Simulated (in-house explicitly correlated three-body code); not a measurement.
Computed with an exponentially correlated three-body code. Model: two electrons around a point charge, non-relativistic, variational in 260 exponentially correlated functions (energies converged to about 1e-7 hartree, or 1e-8 relative for large Z), ground state as one setting changes.

Given: nuclear charge 1.5.

| mass of the centre (electron masses) | ground energy (hartree) | binding of second electron (eV) | mean radius (bohr) | mean distance of electrons (bohr) | mean cosine of angle |
| --- | --- | --- | --- | --- | --- |
| 0.3 | -0.35336062 | 2.5509 | 5.2006 | 6.8693 | 0.18785 |
| 0.4 | -0.432189402 | 3.014 | 4.3163 | 5.8255 | 0.16192 |
| 0.5 | -0.499891818 | 3.3985 | 3.7739 | 5.1764 | 0.14131 |
| 0.7 | -0.610654701 | 4.0115 | 3.1379 | 4.4033 | 0.11011 |
| 1 | -0.734852347 | 4.6899 | 2.644 | 3.7908 | 0.077941 |
| 1.4 | -0.852422126 | 5.3381 | 2.3021 | 3.3587 | 0.049483 |
| 2 | -0.970855091 | 6.0098 | 2.036 | 3.0163 | 0.022256 |
| 3 | -1.09072428 | 6.7205 | 1.8208 | 2.7349 | -0.0042218 |
| 5 | -1.21262791 | 7.4866 | 1.6417 | 2.497 | -0.030351 |
| 7 | -1.27454537 | 7.8959 | 1.5626 | 2.3907 | -0.043397 |
| 10 | -1.32576822 | 8.2462 | 1.5021 | 2.309 | -0.054103 |
| 15 | ? | ? | ? | ? | ? |
| 25 | -1.40569419 | 8.8155 | 1.4156 | 2.1914 | -0.070683 |
| 50 | -1.43479269 | 9.0301 | 1.3862 | 2.1513 | -0.07669 |
| 100 | -1.44985565 | 9.1429 | 1.3714 | 2.131 | -0.079794 |
| 206.77 | -1.45777388 | 9.2026 | 1.3637 | 2.1205 | -0.081425 |
| 500 | -1.46216486 | 9.2358 | 1.3595 | 2.1147 | -0.082329 |
| 1000 | -1.46372009 | 9.2476 | 1.358 | 2.1127 | -0.082649 |
| 5000 | ? | ? | ? | ? | ? |
| 100000 | -1.46526344 | 9.2593 | 1.3565 | 2.1106 | -0.082966 |

(1) What follows for mass of the centre = 5000?

(2) What follows for mass of the centre = 15?

Results:

(1) ground energy -1.46496696 hartree; binding of second electron 9.2571 eV; mean radius 1.3568 bohr; mean distance of electrons 2.111 bohr; mean cosine of angle -0.082905.

(2) ground energy -1.36888248 hartree; binding of second electron 8.5497 eV; mean radius 1.4543 bohr; mean distance of electrons 2.2442 bohr; mean cosine of angle -0.063063.
